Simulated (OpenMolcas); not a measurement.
## Kr II: effect of the level shift or regulariser

```json
{
  "Program": "OpenMolcas",
  "Basis": "ANO-R2 [6s5p4d3f1g]",
  "Scalar Hamiltonian": "X2C, finite nucleus",
  "Active space": "7 electrons in 9 orbitals (RAS2 4s 4p; RAS3 4d, at most 2 electrons)",
  "State averaging": "2S+1 = 2 odd, 3 roots; 2S+1 = 2 even, 1 root",
  "Spin-orbit coupling": "state interaction with AMFI integrals over the reference wave functions, term energies averaged over their components"
}
```

Methods on the same reference wave functions:
A. RASSCF
B. SS-RASPT2, IPEA 0.25 Eh, imaginary shift 0.1 Eh (closed shells correlated: 3d)
C. SS-RASPT2, IPEA 0.25 Eh, real shift 0.2 Eh (closed shells correlated: 3d)

Energies in cm⁻¹ above 4s² 4p⁵ ²P°_3/2, the measured ground level; measured values from NIST Handbook of Basic Atomic Spectroscopic Data.

| Level | A | B | C | Measured |
| --- | --- | --- | --- | --- |
| 4s² 4p⁵ ²P°_3/2 | 0.0 | 0.0 | 0.0 | 0.0 |
| 4s² 4p⁵ ²P°_1/2 | 4804 | 4804 | 4804 | 5370 |
| 4s 4p⁶ ²S_1/2 | 113752 | 114474 | 114497 | 109000 |

Deviations, from unrounded energies. A percentage is the sum of absolute deviations over the sum of measured energies, with the sign that they share, or ± where signs differ.

| Against measurement | Levels | A | B | C |
| --- | --- | --- | --- | --- |
| mean absolute deviation (cm-1) | 2 | 2700 | 3000 | 3000 |
| fine structure of the ground term (%) | 1 | -10.5 | -10.5 | -10.5 |
| other configurations (%) | 1 | +4.4 | +5.0 | +5.0 |

A lies closest to measurement on these levels and C furthest from it. The largest miss of A in the table is 4s 4p⁶ ²S_1/2, by +4800 cm-1. The ranking rests on the paired levels alone, and a cruder setting can come out closer through cancelling errors.

Between B and C the level of the table that moves most is 4s 4p⁶ ²S_1/2, by 23 cm-1 (lowest in B, highest in C).

The lowest spin-free term lies below A's lowest term by 0.528 hartree in B, 0.527 hartree in C.

Active for correlation alone: 4d; no level in the range computed is led by a configuration that fills it, so any true level of that kind is missing. Some terms mix strongly with configurations of 4d, whose occupation reaches 0.30 (4s 4p⁶ ²S). Without dynamic correlation excited terms often stand tens of per cent too high (terms of higher spin than the ground term too low), and those without a measured partner can miss by more than the paired ones (holds for A). Computed and measured levels are paired by configuration, term and J; levels that our copy of the source lacks, or whose pairing is in doubt (as where it misses far off the trend of its configuration), stay unpaired and out of the deviations. Levels of configurations outside the active space are missing.

° marks odd parity.
